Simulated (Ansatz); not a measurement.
The same hydrogenolysis along the group N, As, Sb.

Calculated with Ansatz (gas phase, PBE0-D4/def2-TZVP geometries, no zero-point term in ΔE). CCSD(T)/CBS is the MP2 limit (def2-TZVPP, def2-QZVPP) plus CCSD(T) − MP2 in def2-TZVPP, frozen cores. This one scheme is used for every species. DFT in def2-TZVPP. B3LYP here is the variant with VWN-RPA as its local correlation; programs differ in this. def2 core potentials past Kr. For As, Sb outer-core shells are correlated without core-valence functions, which leaves a few kJ/mol of doubt a bond. Scalar relativity is left out up to krypton.

```
                                      reaction  B3LYP-D4 (eV)  B2PLYP (eV)  CCSD(T)/def2-SVP (eV)  PBE0-D4 (eV)  CCSD(T)/CBS(def2) (eV)
             `CN[SiH3]` + H₂ → `N[SiH3]` + CH₄          -1.11        -1.16                  -1.05         -1.11                   -1.13
    `C[AsH][SiH3]` + H₂ → `[SiH3][AsH2]` + CH₄          -0.64        -0.68                  -0.77         -0.64                   -0.61
`[CH3][SbH][SiH3]` + H₂ → `[SiH3][SbH2]` + CH₄          -0.57        -0.60                  -0.73         -0.58                   -0.50
```

Largest T1 diagnostic: 0.014, for `[SiH3][SbH2]`.
